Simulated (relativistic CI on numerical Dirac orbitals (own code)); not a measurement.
**Ho XVII: q coefficients and field-shift factors**

Computed by Dirac-Coulomb-Breit CI, KLI orbitals optimised for each configuration, derivatives by finite differences, unscaled Slater integrals, QED left out (own radial code, finite nucleus).

Configurations in the expansion (outside the closed core [Ar] 3d10 4p6 4d10): 4s²4f⁵, 4s²4f⁴5s, 4s²4f³5s², 4s4f⁴5s². Levels of other configurations are missing.

With x = (α/α₀)² − 1 an excitation energy changes as ω = ω₀ + qx; K = 2q/ω₀ is the relative enhancement. Terms are leading LS components, so labels can repeat. The field-shift factor is F = δν/δ⟨r²⟩ for the transition from the lowest level.

Lowest level 4s²4f⁵ ⁶H°5/2.

| Level | ω₀ (cm⁻¹) | q (cm⁻¹) | F (GHz/fm²) |
| --- | --- | --- | --- |
| 4s²4f⁵ ⁶H°7/2 | 2902.7 | 3640 | 0.132 |
| 4s²4f⁵ ⁶H°9/2 | 6124.3 | 7128 | 0.265 |
| 4s²4f⁵ ⁶H°11/2 | 9489.8 | 10200 | 0.389 |
| 4s²4f⁵ ⁶H°13/2 | 12886.6 | 12780 | 0.501 |
| 4s²4f⁵ ⁶F°1/2 | 14074.4 | 4445 | 0.238 |
| 4s²4f⁵ ⁶F°3/2 | 14472.7 | 4065 | 0.234 |
| 4s²4f⁵ ⁶F°5/2 | 15523.2 | 4227 | 0.253 |
| 4s²4f⁵ ⁶H°15/2 | 16212.8 | 14710 | 0.596 |
| 4s²4f⁵ ⁶F°7/2 | 17894.9 | 7167 | 0.363 |
| 4s²4f⁵ ⁶F°9/2 | 21091.4 | 10730 | 0.497 |
| 4s²4f⁵ ⁶F°11/2 | 24694.8 | 14080 | 0.627 |
| 4s²4f⁵ ⁴G°5/2 | 33639.3 | -943.6 | 0.379 |
| 4s²4f⁵ ⁴F°3/2 | 35849.7 | 2880 | 0.474 |
| 4s²4f⁵ ⁴M°15/2 | 36641.1 | -311.6 | 0.294 |
| 4s²4f⁵ ⁴G°7/2 | 39326.6 | 5364 | 0.601 |
| 4s²4f⁵ ⁴I°9/2 | 39692.6 | 4471 | 0.598 |
| 4s²4f⁵ ⁴I°11/2 | 40385.8 | 3988 | 0.529 |
| 4s²4f⁵ ⁴K°13/2 | 40924.8 | 2759 | 0.464 |
| 4s²4f⁵ ⁴M°17/2 | 41562.0 | 5996 | 0.51 |
| 4s²4f⁵ ⁴I°15/2 | 44582.1 | 8532 | 0.673 |
| 4s²4f⁵ ⁴F°5/2 | 44761.4 | 8846 | 0.768 |
| 4s²4f⁵ ⁴M°19/2 | 45396.4 | 9748 | 0.657 |
| 4s²4f⁵ ⁴G°9/2 | 45775.7 | 9749 | 0.766 |

At this charge energies of transitions that change n are usually good to better than 1 %, and those within a shell (Δn = 0) to a few per cent. Terms inside the open d or f shell come out 10 to 20 % too wide with unscaled integrals.

Which transition from the lowest level has the largest |K|?

4s²4f⁵ ⁶H°7/2 at 2902.7 cm⁻¹, K = 2.51.
